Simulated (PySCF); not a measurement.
## Structure elucidation problem

Molecular formula: C5H7F3OSi. Simulated spectra:

¹H NMR (400 MHz, computed): δ 10.69 (s, 1H), 7.13 (m, 1H), 4.31 (q, 2H), 0.52 (t, 3H).

¹³C{¹H} NMR (computed): δ 201.8 (CH), 161.9 (C), 148.1 (CH), 130.7 (C), -2.7 (CH3).

[PySCF 2.14.0 with density-fitted response routines: GIAO PBE0/pcSseg-1 shieldings; GFN2-xTB geometry; rapidly exchanging positions averaged; non-relativistic Hamiltonian; single conformer; no solvent model]

Scale: ¹H (σ = 31.72 ppm), ¹³C (σ = 186.93 ppm) vs TMS (reference shieldings calculated alike).

Q: Choose the structure that fits.
A. C[SiH2]/C(C=O)=C/C(F)(F)F
B. CC(=O)/C([SiH3])=C\C(F)(F)F
C. O=CC/C([SiH3])=C/C(F)(F)F

A: A. 

Rings plus π bonds: 2 (no ring in the answer). 5 carbon signals for 5 carbons: no two carbons are equivalent. Carbon types of the structure: 2 × C, 2 × CH, 1 × CH3, leaving 2 H on heteroatoms. δC 201.8: aldehyde carbonyl carbon; low-lying n→π* states of the double bond to the heteroatom give a large paramagnetic term (-263 ppm). δC 161.9: α carbon of a C=C–C=O unit; the olefinic region. δC 148.1: β carbon of a C=C–C=O unit; conjugation with the carbonyl draws π density from the β position. δC 130.7: CF3 carbon; 3 electronegative neighbours deshield it. δH 10.69: hydrogen on an aldehyde carbonyl carbon; the C=O anisotropy and electron withdrawal place aldehyde protons far downfield.

The others: O=CC/C([SiH3])=C/C(F)(F)F has carbons computed at 206.8, 157.5, 139.7, 132.0, 58.5, with a different DEPT pattern; CC(=O)/C([SiH3])=C\C(F)(F)F would give 3 signals for carbon-bound and other non-exchanging H, not 4.

Splittings by ¹⁹F in the carbon and heteronuclear signals aren't shown, as no couplings were computed. Shifts are as computed. Against solution values, carbons near 30 ppm lie about +3 ppm off and those near 130 ppm about +5 ppm. Of 1211 compounds with measured shifts, 218 miss one by over three times the rms of a fit or turn the order of signals round; such compounds aren't used in these exercises. No couplings were computed; multiplicities are counted from neighbouring protons, with m where these are inequivalent, close in shift, in a saturated or five-membered ring or joined by F or P, and br s for small geminal =CH2 splittings.
